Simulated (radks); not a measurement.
Q: The table gives one normalised radial function P(r) = r R(r) of O- in [He] 2s2 2p5 (r in bohr). Method: non-relativistic Kohn-Sham, LDA (Slater exchange, Perdew-Wang correlation), spin-polarised, spherical densities, point nucleus; open shells are filled with parallel spins first; Watson sphere of charge +1 and radius 3.52 bohr; computed with a radial shooting solver on a logarithmic mesh with Libxc functionals.

r,P
0.02122,0.0058
0.02633,0.0088
0.03294,0.0134
0.04089,0.0200
0.05115,0.0301
0.06399,0.0449
0.07942,0.0652
0.09936,0.0948
0.1233,0.1340
0.1543,0.1881
0.193,0.2578
0.2396,0.3403
0.2997,0.4394
0.372,0.5423
0.4653,0.6461
0.5822,0.7320
0.7225,0.7824
0.904,0.7889
1.122,0.7482
1.404,0.6650
1.742,0.5596
2.179,0.4410
2.727,0.3268
3.384,0.2281
4.234,0.1400
5.254,0.0753
6.573,0.0327

Which n and l does it have? It may be an empty orbital.

A: n = 2, l = 1: the number of nodes gives n - l - 1 = 0, the rise at small r (about r^(l+1)) gives l, and the extent must fit the shell. The curve is that of 2p up; the table hardly tells the two spins apart. 2p up: eigenvalue -5.772 eV, 0 radial nodes, <r> = 1.45 bohr, 90 % of the charge inside 2.68 bohr.
